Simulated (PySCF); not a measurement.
# Telling isomers of C5H3N3 apart by NMR

[PySCF: σ from GIAO-PBE0/pcSseg-1; geometry: GFN2-xTB; single conformer; isolated molecule; rapidly exchanging positions averaged; relativity neglected]

Shifts are taken against calculated references (same method and geometry level): 1H, 13C against TMS. Where no couplings were computed, multiplicities follow the n + 1 count of equivalent neighbours, and m marks all less simple cases (inequivalent or close neighbours, rings, F or P nearby). Shifts are as computed. Against solution values, carbons near 30 ppm lie about +3 ppm off and those near 130 ppm about +5 ppm (rms about the fit 2.1 ppm; single classes can miss by 10 ppm). Of 1328 compounds with measured shifts, 309 miss one by over three times the rms of a fit or turn the order of signals round; such compounds aren't used in these exercises. Signals without a measured value on file couldn't be tested in this way; 1H shifts scatter by 0.2 ppm about their fit, and single ones miss by 0.5 ppm.

(1) Tabulate the signals of `N#CCC(C#N)C#N`, `N#Cc1cnccn1` and their relative energies.

(2) What is the quickest way to tell N#CCC(C#N)C#N from N#Cc1cnccn1?

## Answers

(1) 
| SMILES | carbon types | δC | δH | E rel. (kcal/mol) |
| --- | --- | --- | --- | --- |
| N#CCC(C#N)C#N | 3×C 1×CH 1×CH2 | 118.8, 116.4, 23.1, 19.8 | 3.55 (t, 1H), 2.87 (d, 2H) | 22.9 |
| N#Cc1cnccn1 | 2×C 3×CH | 157.9, 151.6, 150.3, 136.7, 121.3 | 9.26 (s, 1H), 8.97 (m, 1H), 8.96 (m, 1H) | 0.0 |

Energies are electronic energies at PBE0/pcSseg-1 on these geometries, without zero-point or thermal terms, each for the one conformer computed, which needn't be the lowest.

(2) Count the carbon signals: 4 against 5. The first has an sp3 CH2 α to a nitrile at 23.1 ppm, the second an aromatic CH next to a ring nitrogen at 157.9 ppm. Their most deshielded carbons lie at 118.8 and 157.9 ppm. In the proton spectra the most deshielded non-exchanging signals are 3.55 (t, 1H) and 9.26 (s, 1H).
